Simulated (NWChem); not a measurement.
# C₂H₃AlCl₂; SMILES [Cl][Al]([Cl])[CH]=C

```xyz
8

Al    -0.1319     0.1084     0.0000
Cl    -0.5380     2.1643     0.0000
Cl     1.8802    -0.4896     0.0000
C     -1.5206    -1.2238     0.0000
C     -1.2280    -2.5340     0.0000
H     -2.5811    -0.9379     0.0000
H     -2.0052    -3.3088     0.0000
H     -0.1938    -2.8993     0.0000
```
Atoms are numbered in this order, from 1.

Program: NWChem. Pople sets run with spherical d functions. Structure relaxed at the PBE0/def2-SVP level. Vzz is the largest principal value of the second derivative of the potential at the nucleus (NWChem prints the opposite sign); η is the asymmetry. Non-relativistic.

```csv
level,Vzz Al1 (a.u.),η Al1,Vzz Cl3 (a.u.),η Cl3
Hartree-Fock/6-31G*,0.828,0.66,1.230,0.31
Hartree-Fock/def2-SVP,0.861,0.62,1.196,0.24
PBE/def2-SVP,0.714,0.61,1.245,0.28
PBE/def2-TZVP,(withheld),0.59,(withheld),(withheld)
```

Q: Some entries are withheld; supply them.

A: 
- PBE/def2-TZVP, Vzz Al1 (a.u.): 0.945
- PBE/def2-TZVP, Vzz Cl3 (a.u.): 1.310
- PBE/def2-TZVP, η Cl3: 0.37
